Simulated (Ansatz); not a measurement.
CH4SSi, SMILES `C[Si]S` (lower singlet; C–Si–S–H torsion 0°) (charge 0, multiplicity 1). This singlet lies 1.52 eV below the relaxed triplet at the level frozen-core CCSD(T)/cc-pVTZ // B3LYP-D3(BJ)/def2-TZVP (Ansatz, a program for electronic structure).

All values below come from frozen-core CCSD(T)/6-31g // B3LYP-D3(BJ)/def2-TZVP (Ansatz).

Ansatz 0.2 input:
```yaml
crystal:
  periodic: [false, false, false]
  atoms:
    - { symbol: C, position_ang: [-0.868102, 0.187132, 0.189358] }
    - { symbol: Si, position_ang: [0.020317, -1.481844, -0.082873] }
    - { symbol: S, position_ang: [2.066322, -0.81045, -0.094137] }
    - { symbol: H, position_ang: [-1.950818, 0.054009, 0.227359] }
    - { symbol: H, position_ang: [-0.635269, 0.88526, -0.62059] }
    - { symbol: H, position_ang: [-0.544678, 0.650089, 1.126674] }
    - { symbol: H, position_ang: [1.91223, 0.515804, 0.094227] }
basis:
  gaussian: { orbitals: "6-31g" }
correlation:
  method: ccsd_t
```

Output:

```
Functional definition: HF
535 factors; integrals over basis functions are off by at most 2.9e-4 eV
mean field evaluation 1: about -19768.6398 eV, gradient 2.0e1 eV
mean field evaluation 2: about -19768.6407 eV, gradient 2.0e1 eV
mean field evaluation 4: about -19770.0025 eV, gradient 1.7e0 eV
mean field evaluation 8: about -19770.0203 eV, gradient 1.7e-2 eV
mean field evaluation 16: about -19770.0188 eV, gradient 3.7e-1 eV
mean field -19770.02027181 eV, -726.5348443879 hartree, gradient 1.2e-6 eV, S^2 0.000000; 0 other end points of the search recorded, 0 dependent functions left out
11 core orbitals not correlated
reference -19770.02027181 eV, -726.5348443879 hartree; 9, 9 occupied and 23, 23 virtual orbitals, 535 factors
second order -5.09110271 eV of doubles, -0.00000000 eV of singles
cycle   1  -5.70046260 eV  change   -6.1e-1 eV  update   8.6e-2
cycle   2  -5.99757323 eV  change   -3.0e-1 eV  update   3.2e-2
cycle   3  -6.06071008 eV  change   -6.3e-2 eV  update   1.4e-2
cycle   4  -6.05754462 eV  change    3.2e-3 eV  update   4.9e-3
cycle   5  -6.05662387 eV  change    9.2e-4 eV  update   1.8e-3
cycle   6  -6.05630783 eV  change    3.2e-4 eV  update   5.4e-4
cycle   7  -6.05617713 eV  change    1.3e-4 eV  update   1.8e-4
cycle   8  -6.05619085 eV  change   -1.4e-5 eV  update   6.5e-5
cycle   9  -6.05619543 eV  change   -4.6e-6 eV  update   2.3e-5
cycle  10  -6.05619377 eV  change    1.7e-6 eV  update   6.6e-6
perturbative correction -0.14518576 eV, -0.0053354783 hartree
Total energy: -19776.22165134 eV, -726.7627408823 hartree
```
